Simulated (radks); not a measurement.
Excited configurations of the tin ion Sn4+: one electron is placed in a higher orbital outside [Kr] 4d9. The ground configuration is [Kr] 4d10. All-electron calculation, Dirac Kohn-Sham, LDA (Slater exchange, Perdew-Wang correlation), spin-unpolarised, spherical densities, finite nucleus; open shells fill j = l - 1/2 first; Fermi nuclear charge, rms radius 4.6519 fm. Program: a radial shooting solver on a logarithmic mesh with Libxc functionals. Excitation = E - E(ground); binding = E(ion) - E, where the ion is the core of charge +5; n* = 5/sqrt(2 binding) in atomic units, and the quantum defect is n - n*.

outer orbital,excitation (eV),binding (eV),n*,quantum defect,eigenvalue (eV),<r> (bohr)
5p1/2,31.949,44.819,2.755,2.245,-40.049,2.214
5f5/2,60.047,16.721,4.510,0.490,-14.725,4.798
6s1/2,49.524,27.244,3.533,2.467,-24.830,3.840
6p1/2,53.079,23.689,3.789,2.211,-21.517,4.238
7s1/2,60.169,16.599,4.527,2.473,-15.192,6.258
7p1/2,61.910,14.858,4.785,2.215,-13.578,6.814
7d3/2,64.937,11.831,5.362,1.638,-10.781,8.217
7f5/2,68.426,8.341,6.386,0.614,-7.579,11.15

The Delta-SCF ionisation energy is 76.768 eV (NIST Atomic Spectra Database: 77.03 eV, measured). Self-interaction in the functional shifts the binding energies and quantum defects, so they are the method's values and not measured ones. Spin polarisation and multiplet splitting are left out, so open shells lie too high by an amount that depends on their filling.

Beside tabulated values, note that spin-unpolarised runs miss the spin-polarisation part of the exchange energy of open shells.
